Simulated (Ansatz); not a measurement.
Cost and result for the atomization energy of `OC([SiH3])[TeH]` (10 atoms, 9 bonds).

Z-matrix (Å, degrees):
```
C
Si 1 1.890
Te 1 2.191 2 107.0
O 1 1.397 2 109.7 3 123.6
H 1 1.096 2 110.4 3 -111.2
H 2 1.484 1 108.1 3 69.0
H 2 1.486 1 109.2 3 -50.6
H 2 1.487 1 110.2 3 -170.8
H 3 1.659 1 93.7 2 -131.3
H 4 0.963 1 109.4 2 -175.4
```

Charge 0, multiplicity 1. Correlated methods include outer-core shells of Te, which these sets cover unevenly. Te: def2 effective core potential. All single points use the PBE0-D4/def2-TZVP geometry. It is one conformer, not always the lowest. Program: Ansatz. All runs use 4 threads of an Arm Neoverse V1 on a shared host. Times are those of one run each, without the atoms' runs, and a repeat can differ threefold. Electronic energies, without spin–orbit coupling; frozen cores. CCSD(T)/CBS adds CCSD(T) − MP2 in def2-TZVPP to the MP2 limit, and its time is that of the two runs behind it. T1 = 0.012. With those shells the extrapolation isn't a true limit. B3LYP takes the VWN-RPA correlation (the form of Gaussian; ORCA's B3LYP/G).

CCSD(T)/CBS is a level of theory with its own doubt, some kJ/mol a heavy atom from the limit and from the frozen cores, so smaller differences don't rank the functionals.

```csv
level,functions,wall time
PBE-D4/def2-TZVPP (with forces),238,2.6 s
PBE0-D4/def2-TZVPP,238,2.9 s
B3LYP-D4/def2-TZVPP (with forces),238,4.5 s
r2SCAN-D4/def2-TZVPP (with forces),238,4.7 s
B2PLYP/def2-TZVPP,238,6 s
ωB97X-V/def2-TZVPP,238,8 s
ωB97M-V/def2-TZVPP (with forces),238,12 s
MP2/def2-QZVPP,446,20 s
CCSD(T)/def2-TZVPP,238,3 min
CCSD(T)/CBS(def2),–,3.4 min
```

What atomization energy does each give, and how far from CCSD(T)/CBS? (Best estimate.)

Computed: 
```
                             level  atomization (kJ/mol)  difference from CCSD(T)/CBS  per bond
   PBE-D4/def2-TZVPP (with forces)                3146.8                         19.2       2.1
                PBE0-D4/def2-TZVPP                3085.5                        -42.1      -4.7
 B3LYP-D4/def2-TZVPP (with forces)                3102.1                        -25.5      -2.8
r2SCAN-D4/def2-TZVPP (with forces)                3102.2                        -25.4      -2.8
                 B2PLYP/def2-TZVPP                3056.4                        -71.2      -7.9
                ωB97X-V/def2-TZVPP                3117.1                        -10.5      -1.2
  ωB97M-V/def2-TZVPP (with forces)                3100.3                        -27.3      -3.0
                    MP2/def2-QZVPP                3108.4                        -19.2      -2.1
                CCSD(T)/def2-TZVPP                3025.7                       -101.9     -11.3
                 CCSD(T)/CBS(def2)                3127.6                          0.0       0.0
```

The D4 term adds +39.6 kJ/mol with B3LYP and +20.6 kJ/mol with PBE0; it sums over pairs of atoms, weighted by their polarisabilities, and B3LYP, whose exchange is more repulsive, gets the larger term. In def2-TZVPP, CCSD(T) changes the Hartree–Fock value by +870.8 kJ/mol (the triples alone add +52.1 kJ/mol) and MP2 by +893.1 kJ/mol; breaking electron pairs costs correlation energy, which Hartree–Fock lacks. From PBE to PBE0 (25 % exact exchange), in def2-TZVPP and without D4, the atomization energy moves by −57.6 kJ/mol: exact exchange takes away binding that semilocal exchange gives to molecules.

Spin–orbit coupling would lower the free Te atoms strongly, and the atomization energy with them, by more than many differences here.
